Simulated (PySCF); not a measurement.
Input for PySCF:
```python
from pyscf import gto, scf, dft
from pyscf.prop import polarizability

mol = gto.M(
    atom='''
C     1.367249   -0.185851   -0.074264
C     0.069072   -0.009389   -0.003752
F    -0.835182   -0.977630    0.051719
F    -0.545439    1.165298    0.023271
H     2.027761    0.657804   -0.115577
H     1.779898   -1.175380   -0.091241
''',
    basis='6-31g',
    charge=0,
    spin=0,
    verbose=4,
)

mf = dft.RKS(mol)
mf.xc = 'pbe'
mf.kernel()
alpha = mf.Polarizability().polarizability()[2, 2]
print('alpha_zz =', alpha)
```

**Question.** What does this run give for the total energy, HOMO energy, HOMO-LUMO gap, Mulliken (on the basis functions themselves) charges in atom order, polarisability along z?

**Answer.** 
```yaml
total_energy: -276.709598 Ha
HOMO energy: -6.31 eV
HOMO-LUMO gap: 6.01 eV
Mulliken (on the basis functions themselves) charges in atom order: C1 -0.37, C2 0.50, F3 -0.24, F4 -0.24, H5 0.17, H6 0.17
polarisability_along_z: 8.9 bohr³
```
